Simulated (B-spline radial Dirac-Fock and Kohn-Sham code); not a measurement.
System: the free hafnium atom, [Xe] 4f14 5d2 6s2. Level of theory: the independent-particle Dirac-Slater model, thresholds from Dirac-Fock; a radial atomic solver.

Question: Which of the sources Mg Kα (1253.6 eV), Al Kα (taken as 1486.9 eV), Ag Lα (2984.4 eV), Cr Kα (5414.7 eV), Cu Kα (8047.8 eV), Ga Kα (9251.7 eV), Mo Kα (17479.3 eV), Ag Kα (22162.9 eV) can ionise the 3p3/2 level, and how does the cross section change among them?

Answer: The computed threshold is 2119.1 eV, above Mg Kα, Al Kα; the others can ionise it. Cross sections: Ag Lα 86.3 kb, Cr Kα 27.2 kb, Cu Kα 11.2 kb, Ga Kα 8.03 kb, Mo Kα 1.56 kb, Ag Kα 0.804 kb. From the first to the last it falls by a factor of 110.
